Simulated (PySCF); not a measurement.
Species: AlCl₂F.
Structure used (PBE0-D3(BJ)/def2-SVP), in Å, numbered top down from 1:
```
atom  x, y, z in Å
Al1   -0.0484   -0.0783    0.0022
Cl2    2.0230   -0.1570    0.0205
Cl3   -1.0716    1.7250   -0.0261
F4    -0.9030   -1.4897    0.0034
```

The closed-shell ground state was solved at several levels (PySCF, density fitting, gas phase, non-relativistic).

```tsv
level	basis functions	total energy (Eh)	HOMO (eV)	LUMO (eV)	gap (eV)	dipole (D)
PBE/pcSseg-1 (pcSseg-2 on Al)	108	-1262.2641	-8.24	-2.27	5.97	0.28
B3LYP/pcSseg-1 (pcSseg-2 on Al)	108	-1262.9216	-9.39	-1.69	7.70	0.32
PBE0/pcSseg-1 (pcSseg-2 on Al)	108	-1262.3535	-9.72	-1.41	8.31	0.30
```

Q: Estimate the row for wB97X-D/def2-SVPD, a basis of 101 functions; the other rows only guide the guess.

A: Total energy -1262.4285 Eh, HOMO -11.64 eV, LUMO 0.04 eV, gap 11.68 eV, dipole 0.51 D.

Q: Over all these levels, which gives the widest orbital gap and which the narrowest?

A: wB97X-D/def2-SVPD (range-separated hybrid) has the widest, 11.68 eV, and PBE/pcSseg-1 (pcSseg-2 on Al) (GGA) the narrowest, 5.97 eV. Functional and basis both differ between the two, so the spread mixes both effects.

Q: In the pcSseg-1 (pcSseg-2 on Al) basis, how does the gap go with the fixed share of exact exchange?

A: PBE (0 %) 5.97 eV; B3LYP (20 %) 7.70 eV; PBE0 (25 %) 8.31 eV. Each rise in the share widens the gap here.

Q: How far do the dipole and the HOMO energy spread over the levels?

A: The dipole runs from 0.28 to 0.51 D (mean 0.35 D) and the HOMO from -11.64 to -8.24 eV.

The pairwise dispersion term of wB97X-D wasn't added to the energies; at a given geometry it leaves orbitals and properties as they are.
